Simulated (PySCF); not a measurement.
Compound: [MoO4]3- (charge -3 and doublet state).
Cartesian coordinates in Å at the PBE0-D3(BJ)/def2-SVP level; atoms count from 1:
```xyz
5
MoO4 angstrom
Mo    -0.0008   -0.0004   -0.0002
O      0.0189   -0.0109    1.7711
O      1.6629    0.0080   -0.6070
O     -0.8441    1.4492   -0.5718
O     -0.8368   -1.4460   -0.5920
```

Computed, not measured: PBE0-D3(BJ)/def2-SVP geometry optimisation, gas phase, def2 core potentials past Kr in PySCF 2.14.0.

Task: Which atoms are bound to Mo1, and at what distances?

Result: 4 atoms: O3 1.771 Å, O2 1.771 Å, O5 1.772 Å, O4 1.772 Å.

Task: List the angles at Mo1.

Result: 
```csv
angle,degrees,distance of the outer atoms (Å)
O4–Mo1–O5,109.6,2.90
O2–Mo1–O5,109.5,2.89
O3–Mo1–O5,109.4,2.89
O3–Mo1–O4,109.4,2.89
O2–Mo1–O4,109.4,2.89
O2–Mo1–O3,109.4,2.89
```

Task: What is the shape at Mo1?

Result: Tetrahedral: angles from 109.4° to 109.6°; τ4 = (360° − α − β)/141° = 1.00 with α and β the two widest (0 for a square, 1 for a tetrahedron).

Task: What are the rotational constants (commonest isotopes, rigid rotor)?

Result: A = 3779, B = 3775, C = 3773 MHz: a spherical top.

Point group: Td (every atom within 0.08 Å of its image). Charge -3, doublet. ⟨S²⟩ = 0.751 (exact for a doublet: 0.75). Whether so highly charged an anion holds all its electrons in the gas phase wasn't checked; a finite basis holds them in any case. No counter-ion or solvent screens the charge of this multiply charged ion. No frequency check.

Hardware: one thread, Arm Neoverse V1, on a shared host. Cost: 33 s. That covers the optimisation of the geometry.

Neither the SCF state along the optimisation nor the shape of the open-shell metal species was proved the lowest: other solutions of the same spin, or a structure of lower symmetry, can lie below.
